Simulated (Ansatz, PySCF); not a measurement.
Process, species as SMILES: ClBr → ClBr as doublet, charge +1 + e-
Each molecule is optimised on its own at B3LYP-D3(BJ)/def2-TZVP (Ansatz, an electronic-structure program). A spin state is the lowest found, not a proven ground state.
Geometry of the first species:
```xyz
2

Cl     0.0000     0.0000    -1.4574
Br     0.0000     0.0000     0.7079
```
Charge 0, spin multiplicity 1.

Quantity: adiabatic ionisation energy (0 K, with B3LYP-D3(BJ) harmonic zero-point energies from PySCF), in eV. Correlated levels leave the core frozen unless marked. UHF or UKS for open shells. Spin-orbit coupling is left out. The frozen core is the preceding noble-gas configuration, with the filled d and f shells of earlier blocks. Non-relativistic. Basis-set limits of correlation are two-point, X^-3; Hartree-Fock from the larger set.

```csv
level,program,adiabatic ionisation energy (eV)
SVWN5/def2-TZVPD,Ansatz,10.83
PBE-D4/def2-TZVPD,Ansatz + dftd4,10.68
r2SCANh/def2-TZVPD,Ansatz,10.88
LC-wPBE/def2-TZVPD,Ansatz,11.09
CCSD/6-31G,Ansatz,11.08
CCSD/def2-SVP,Ansatz,10.80
CCSD(T)/STO-3G,Ansatz,8.96
CCSD(T)/def2-QZVPP,Ansatz,11.00
CCSDT/def2-SVP,Ansatz,10.72
"CCSD(T)/CBS(def2-TZVPPD,def2-QZVPPD)",Ansatz,11.11
```
